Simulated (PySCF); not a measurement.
**`CCC[P@H](=[Se])CC`, C$_{5}$H$_{13}$PSe**

Cartesian coordinates in Å; atom numbers follow the order of the lines, from 1:
```xyz
20

C    -3.3265   -0.4011   -0.4558
C    -2.0619   -0.0885    0.3322
C    -0.8172   -0.1625   -0.5477
P     0.6637    0.3224    0.4266
Se    0.5930    2.2166    1.2829
C     2.1158   -0.0077   -0.6568
C     3.4026    0.2376    0.1173
H    -4.1983   -0.3415    0.1904
H    -3.2793   -1.4034   -0.8774
H    -3.4537    0.3097   -1.2693
H    -2.1317    0.9159    0.7585
H    -1.9588   -0.7931    1.1630
H    -0.6773   -1.1682   -0.9530
H    -0.8989    0.5444   -1.3805
H     0.7561   -0.7254    1.3516
H     2.0626   -1.0333   -1.0303
H     2.0413    0.6802   -1.5052
H     3.4107    1.2533    0.5098
H     4.2703    0.1067   -0.5253
H     3.4823   -0.4515    0.9573
```

Method: GIAO B3LYP/pcseg-1 magnetisability, rotational g tensor and spin-rotation constants, non-relativistic, gas phase (PySCF 2.14.0). Geometry: GFN2-xTB.

The calculation is non-relativistic, which matters for the atoms heavier than Zn.

**Question.** Give the nuclear spin-rotation constants along the inertial axes (H = +C I·J) beside the isotropic shieldings.

**Answer.** Rotational constants 1.6867, 0.8828, 0.6074 GHz. A star marks the isotopologue with that one atom substituted, in its own axes.
```tsv
atom	isotope	Caa (kHz)	Cbb (kHz)	Ccc (kHz)	mean (kHz)	σ (ppm)
P4	31P	2.861	1.259	1.175	1.765	276.9
H8	1H	-0.107	-0.043	-0.051	-0.067	30.4
H9	1H	-0.157	0.002	-0.069	-0.075	30.9
H10	1H	-0.188	-0.102	0.013	-0.092	30.9
H11	1H	-0.159	0.019	-0.062	-0.067	29.4
H12	1H	-0.182	-0.102	0.013	-0.090	30.8
H13	1H	-0.161	0.013	-0.073	-0.074	30.1
H14	1H	-0.182	-0.115	0.019	-0.093	30.6
H15	1H	-0.146	-0.088	0.040	-0.065	25.5
H16	1H	-0.147	0.001	-0.068	-0.072	30.0
H17	1H	-0.203	-0.102	0.018	-0.096	30.5
H18	1H	-0.117	-0.009	-0.062	-0.063	29.7
H19	1H	-0.108	-0.039	-0.056	-0.068	30.6
H20	1H	-0.183	-0.104	0.009	-0.093	31.2
C1	13C*	0.203	0.126	0.085	0.138	172.9
C2	13C*	0.249	0.134	0.083	0.155	166.5
C3	13C*	0.255	0.158	0.110	0.175	149.6
Se5	77Se*	1.744	0.893	0.380	1.006	2242.6
C6	13C*	0.279	0.124	0.097	0.167	159.6
C7	13C*	0.210	0.114	0.071	0.132	180.2
```
For the geometry as given, no vibrational averaging.
